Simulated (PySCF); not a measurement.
C7H11OP.
Bonds: C1–C2 (triple), C2–P3, P3–C4 (double), P3–C5, C5–C6, C6–O7, O7–C8, C8–C9, P3–C9. Hydrogens: H10 on C1; H11, H12 on C4; H13, H14 on C5; H15, H16 on C6; H17, H18 on C8; H19, H20 on C9.

The same species was optimised twice, with GFN2-xTB and with PBE0-D3(BJ)/def2-SVP (PySCF), and the same property calculations (PySCF, gas phase) were run on both structures.

```tsv
coordinate	GFN2-xTB	PBE0-D3(BJ)/def2-SVP	change
P3=C4 (Å)	1.700	1.666	-0.034
P3–C5 (Å)	1.889	1.859	-0.030
C1≡C2 (Å)	1.202	1.214	+0.012
C2–P3 (Å)	1.762	1.773	+0.011
O7–C8 (Å)	1.405	1.400	-0.005
P3–C9 (Å)	1.832	1.827	-0.005
C5–C6 (Å)	1.529	1.524	-0.005
C6–O7 (Å)	1.407	1.403	-0.004
C8–C9 (Å)	1.530	1.526	-0.004
C4–P3–C5 (°)	133.8	125.7	-8.1
C4–P3–C9 (°)	109.3	112.9	+3.6
C2–P3–C4 (°)	108.5	110.9	+2.4
C1–C2–P3 (°)	177.2	179.3	+2.1
P3–C5–C6 (°)	112.2	113.4	+1.2
C2–P3–C9 (°)	104.9	106.1	+1.2
C2–P3–C5 (°)	99.6	100.6	+1.0
C5–P3–C9 (°)	97.4	98.4	+1.0
```

Rotational constants: A = 1925, B = 1208, C = 1070 MHz (GFN2-xTB) against A = 1911, B = 1201, C = 1062 MHz (PBE0-D3(BJ)/def2-SVP). Point groups within 0.08 Å: C1 and C1.

On the GFN2-xTB structure: HOMO (eV) -5.41 [PBE0/pcSseg-1]; LUMO (eV) -0.35 [PBE0/pcSseg-1]; dipole (D) 2.51 [PBE0/pcSseg-1]; GIAO shielding of C1 (ppm) 87.0 [PBE0/pcSseg-1]; GIAO shielding of C2 (ppm) 103.6 [PBE0/pcSseg-1]; GIAO shielding of P3 (ppm) 352.5 [PBE0/pcSseg-1]; GIAO shielding of C4 (ppm) 182.7 [PBE0/pcSseg-1]; GIAO shielding of C5/C9 (mean) (ppm) 146.1 [PBE0/pcSseg-1]; GIAO shielding of C6/C8 (mean) (ppm) 116.2 [PBE0/pcSseg-1]; GIAO shielding of O7 (ppm) 282.3 [PBE0/pcSseg-1].

Problem. What do these properties become on the PBE0-D3(BJ)/def2-SVP structure?

Solution. 
```json
{"property": "HOMO (eV)", "level": "PBE0/pcSseg-1", "on GFN2-xTB": "-5.41", "on PBE0-D3(BJ)/def2-SVP": "-5.10", "change": "+0.31"}
{"property": "LUMO (eV)", "level": "PBE0/pcSseg-1", "on GFN2-xTB": "-0.35", "on PBE0-D3(BJ)/def2-SVP": "-0.34", "change": "+0.01"}
{"property": "dipole (D)", "level": "PBE0/pcSseg-1", "on GFN2-xTB": "2.51", "on PBE0-D3(BJ)/def2-SVP": "2.44", "change": "-0.07"}
{"property": "energy, GFN2-xTB geometry as zero (kcal/mol)", "level": "PBE0/pcSseg-1", "on GFN2-xTB": "0.0", "on PBE0-D3(BJ)/def2-SVP": "-2.3", "change": "-2.3"}
{"property": "GIAO shielding of C1 (ppm)", "level": "PBE0/pcSseg-1", "on GFN2-xTB": "87.0", "on PBE0-D3(BJ)/def2-SVP": "87.2", "change": "+0.2"}
{"property": "GIAO shielding of C2 (ppm)", "level": "PBE0/pcSseg-1", "on GFN2-xTB": "103.6", "on PBE0-D3(BJ)/def2-SVP": "103.4", "change": "-0.2"}
{"property": "GIAO shielding of P3 (ppm)", "level": "PBE0/pcSseg-1", "on GFN2-xTB": "352.5", "on PBE0-D3(BJ)/def2-SVP": "358.7", "change": "+6.2"}
{"property": "GIAO shielding of C4 (ppm)", "level": "PBE0/pcSseg-1", "on GFN2-xTB": "182.7", "on PBE0-D3(BJ)/def2-SVP": "191.3", "change": "+8.6"}
{"property": "GIAO shielding of C5/C9 (mean) (ppm)", "level": "PBE0/pcSseg-1", "on GFN2-xTB": "146.1", "on PBE0-D3(BJ)/def2-SVP": "145.0", "change": "-1.1"}
{"property": "GIAO shielding of C6/C8 (mean) (ppm)", "level": "PBE0/pcSseg-1", "on GFN2-xTB": "116.2", "on PBE0-D3(BJ)/def2-SVP": "117.1", "change": "+0.9"}
{"property": "GIAO shielding of O7 (ppm)", "level": "PBE0/pcSseg-1", "on GFN2-xTB": "282.3", "on PBE0-D3(BJ)/def2-SVP": "286.5", "change": "+4.2"}
```

The heavy atoms differ by 0.077 Å rms after alignment. Among bonds between heavy atoms P3=C4 changes most (-0.034 Å). Changes are differences of the printed values. Neither structure is proved a minimum here.
